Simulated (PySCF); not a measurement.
# LiHg: one state, many levels of theory

State: ²Σ⁺ (doublet), unpaired electrons σ ↑. Set-up: PySCF, scalar-relativistic core potentials, basis sets Li def2-TZVP, Hg def2-TZVP with ECP60. De refers to Li + Hg in their ground configurations, without counterpoise correction. The functionals are run spin-unrestricted. A positive dipole means Li(−)Hg(+). Levels whose curve was spin-contaminated or gave no clean fit are not listed.

```json
{"Level": "PBE", "Re (Å)": "2.974", "ωe (cm⁻¹)": "151", "De (eV)": "0.162", "μ (D)": "-0.35", "CPU s a point (SCF and correlation, without the integrals)": "0.25"}
{"Level": "PBEsol", "Re (Å)": "2.915", "ωe (cm⁻¹)": "167", "De (eV)": "0.209", "μ (D)": "-0.54", "CPU s a point (SCF and correlation, without the integrals)": "0.17"}
{"Level": "r²SCAN", "Re (Å)": "2.960", "ωe (cm⁻¹)": "156", "De (eV)": "0.190", "μ (D)": "-0.77", "CPU s a point (SCF and correlation, without the integrals)": "0.33"}
{"Level": "B3LYP", "Re (Å)": "3.000", "ωe (cm⁻¹)": "141", "De (eV)": "0.110", "μ (D)": "-0.43", "CPU s a point (SCF and correlation, without the integrals)": "0.33"}
{"Level": "PBE0", "Re (Å)": "3.022", "ωe (cm⁻¹)": "138", "De (eV)": "0.126", "μ (D)": "-0.29", "CPU s a point (SCF and correlation, without the integrals)": "0.47"}
{"Level": "M06-2X", "Re (Å)": "3.064", "ωe (cm⁻¹)": "136", "De (eV)": "0.124", "μ (D)": "-0.43", "CPU s a point (SCF and correlation, without the integrals)": "1.2"}
```

The bond length runs from 2.915 Å (PBEsol) to 3.064 Å (M06-2X). De spans 0.11 eV (B3LYP, global hybrid GGA) to 0.21 eV (PBEsol, GGA).

The bond is weak. Basis-set superposition, not corrected here, can be much of De in a small basis, most of all at correlated wavefunction levels. Functionals without a dispersion term scatter widely for such bonds, and LDA overbinds them. Spin–orbit coupling is left out. The state was picked by a PBE0 search and need not be the measured ground state.

The whole job (state search and all levels along the bond) took about 1.9 min on 1 thread of AMD EPYC 9R45 96-Core (shared host), peak memory 0.83 GiB.
